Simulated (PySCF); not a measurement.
C$_{4}$H$_{9}$Ga (SMILES C=[CH][Ga]([CH3])[CH3]), singlet, at a GFN2-xTB geometry (such geometries of metal compounds can be far from the true shape); DF-B3LYP/def2-TZVPD (PySCF).

PySCF was given this input:
```python
from pyscf import gto, scf, dft

mol = gto.Mole()
mol.atom = '''
    Ga   -0.01828115   -0.01328320    0.31582718
    C    -0.43277509   -1.12487167    1.98263956
    H    -0.75402699   -2.13949194    1.73014488
    H    -1.22568488   -0.65802481    2.57510737
    H     0.44714169   -1.20177969    2.62882278
    C     0.56771518    1.94163029    0.44267104
    H     1.54440738    2.10229874   -0.02278919
    H     0.64110839    2.25163023    1.48921172
    H    -0.14285096    2.60887564   -0.05374343
    C    -0.18594599   -0.85217223   -1.52814619
    C     0.07742662   -0.13635300   -2.61630905
    H    -0.49148676   -1.89153068   -1.65629124
    H     0.00483267   -0.53037301   -3.62348880
    H     0.38475103    0.90077421   -2.54274907
'''
mol.basis = 'def2-tzvpd'
mol.verbose = 4
mol.max_memory = 1800
mol.build()

mf = dft.RKS(mol)
mf.xc = 'b3lyp'
mf = mf.density_fit(auxbasis='def2-universal-jkfit')
mf.kernel()
```

Output, abridged:

```
PySCF version 2.14.0

[INPUT] verbose = 4
[INPUT] num. atoms = 14
[INPUT] num. electrons = 64
[INPUT] charge = 0
[INPUT] spin (= nelec alpha-beta = 2S) = 0
[INPUT] symmetry False subgroup None
[INPUT] Mole.unit = angstrom
[INPUT] Symbol           X                Y                Z      unit          X                Y                Z       unit  Magmom
[INPUT]  1 Ga    -0.018281150000  -0.013283200000   0.315827180000 AA   -0.034546366742  -0.025101610058   0.596826872894 Bohr   0.0
[INPUT]  2 C     -0.432775090000  -1.124871670000   1.982639560000 AA   -0.817826393634  -2.125699381582   3.746645772128 Bohr   0.0
[INPUT]  3 H     -0.754026990000  -2.139491940000   1.730144880000 AA   -1.424904501630  -4.043053812314   3.269499979018 Bohr   0.0
[INPUT]  4 H     -1.225684880000  -0.658024810000   2.575107370000 AA   -2.316208738220  -1.243486674069   4.866247670649 Bohr   0.0
[INPUT]  5 H      0.447141690000  -1.201779690000   2.628822780000 AA    0.844975332975  -2.271034476165   4.967755084218 Bohr   0.0
[INPUT]  6 C      0.567715180000   1.941630290000   0.442671040000 AA    1.072826206958   3.669149483260   0.836527028876 Bohr   0.0
[INPUT]  7 H      1.544407380000   2.102298740000  -0.022789190000 AA    2.918506972957   3.972768850618  -0.043065327701 Bohr   0.0
[INPUT]  8 H      0.641108390000   2.251630230000   1.489211720000 AA    1.211519273261   4.254964468491   2.814202292292 Bohr   0.0
[INPUT]  9 H     -0.142850960000   2.608875640000  -0.053743430000 AA   -0.269949191031   4.930060452649  -0.101560363695 Bohr   0.0
[INPUT] 10 C     -0.185945990000  -0.852172230000  -1.528146190000 AA   -0.351386995061  -1.610372125660  -2.887777777398 Bohr   0.0
[INPUT] 11 C      0.077426620000  -0.136353000000  -2.616309050000 AA    0.146315106551  -0.257669826263  -4.944107561721 Bohr   0.0
[INPUT] 12 H     -0.491486760000  -1.891530680000  -1.656291240000 AA   -0.928775370250  -3.574474941412  -3.129936826116 Bohr   0.0
[INPUT] 13 H      0.004832670000  -0.530373010000  -3.623488800000 AA    0.009132422750  -1.002259732761  -6.847401447429 Bohr   0.0
[INPUT] 14 H      0.384751030000   0.900774210000  -2.542749070000 AA    0.727074072844   1.702216556971  -4.805099345793 Bohr   0.0

nuclear repulsion = 324.980073928677
number of shells = 115
number of NR pGTOs = 413
number of NR cGTOs = 283
basis = def2-tzvpd
ecp = {}

******** <class 'pyscf.df.df_jk.DFRKS'> ********
method = DFRKS
initial guess = minao
damping factor = 0
level_shift factor = 0
DIIS = <class 'pyscf.scf.diis.CDIIS'>
diis_start_cycle = 1
diis_space = 8
diis_damp = 0
SCF conv_tol = 1e-09
SCF conv_tol_grad = None
SCF max_cycles = 50
direct_scf = False
XC library pyscf.dft.libxc version 7.1.2
    S. Lehtola, C. Steigemann, M. J. T. Oliveira, and M. A. L. Marques,  SoftwareX 7, 1–5 (2018)
XC functionals = b3lyp
    P. J. Stephens, F. J. Devlin, C. F. Chabalowski, and M. J. Frisch,  J. Phys. Chem. 98, 11623 (1994)
radial grids:
    Treutler-Ahlrichs [JCP 102, 346 (1995); DOI:10.1063/1.469408] (M4) radial grids

becke partition: Becke, JCP 88, 2547 (1988); DOI:10.1063/1.454033
pruning grids: <function nwchem_prune>
grids dens level: 3
symmetrized grids: False
atomic radii adjust function: <function treutler_atomic_radii_adjust>
small_rho_cutoff = 0
Set gradient conv threshold to 3.16228e-05
Initial guess from minao.
tot grids = 165648
******** <class 'pyscf.df.df.DF'> ********
auxbasis = def2-universal-jkfit
init E= -2082.22829176144
  HOMO = -0.305895361605453  LUMO = -0.104285702450632  gap/eV = 5.48608
cycle= 1 E= -2082.6451715346  delta_E= -0.417  |g|= 0.98  |ddm|= 3.49
  HOMO = -0.20788946878988  LUMO = -0.0457906459640505  gap/eV = 4.41093
cycle= 2 E= -2082.51354215392  delta_E= 0.132  |g|= 1.38  |ddm|= 2.66
  HOMO = -0.259945867404129  LUMO = -0.0505504612727137  gap/eV = 5.69794
cycle= 3 E= -2082.79071999031  delta_E= -0.277  |g|= 0.0531  |ddm|= 1.61
  HOMO = -0.268996330750523  LUMO = -0.0551302787395294  gap/eV = 5.81959
cycle= 4 E= -2082.79084481894  delta_E= -0.000125  |g|= 0.0406  |ddm|= 0.112
  HOMO = -0.265404835840442  LUMO = -0.0534942552111701  gap/eV = 5.76638
cycle= 5 E= -2082.7911842841  delta_E= -0.000339  |g|= 0.00799  |ddm|= 0.0448
  HOMO = -0.265433542596913  LUMO = -0.0531822241283528  gap/eV = 5.77565
cycle= 6 E= -2082.7911987643  delta_E= -1.45e-05  |g|= 0.00212  |ddm|= 0.00772
  HOMO = -0.265267740632572  LUMO = -0.0530685785231348  gap/eV = 5.77423
cycle= 7 E= -2082.79119993559  delta_E= -1.17e-06  |g|= 0.000579  |ddm|= 0.00327
  HOMO = -0.265344697931229  LUMO = -0.0531321400160039  gap/eV = 5.77460
cycle= 8 E= -2082.79120002604  delta_E= -9.05e-08  |g|= 0.000187  |ddm|= 0.000959
  HOMO = -0.265343131952715  LUMO = -0.053132010076375  gap/eV = 5.77456
cycle= 9 E= -2082.79120003601  delta_E= -9.97e-09  |g|= 1.96e-05  |ddm|= 0.000267
  HOMO = -0.265342560297448  LUMO = -0.0531303901354256  gap/eV = 5.77459
cycle= 10 E= -2082.79120003612  delta_E= -1.14e-10  |g|= 6.46e-06  |ddm|= 5.61e-05
  HOMO = -0.265343011882548  LUMO = -0.0531306427349669  gap/eV = 5.77459
Extra cycle  E= -2082.79120003613  delta_E= -1e-11  |g|= 7.79e-06  |ddm|= 1.97e-05
converged SCF energy = -2082.79120003613
```
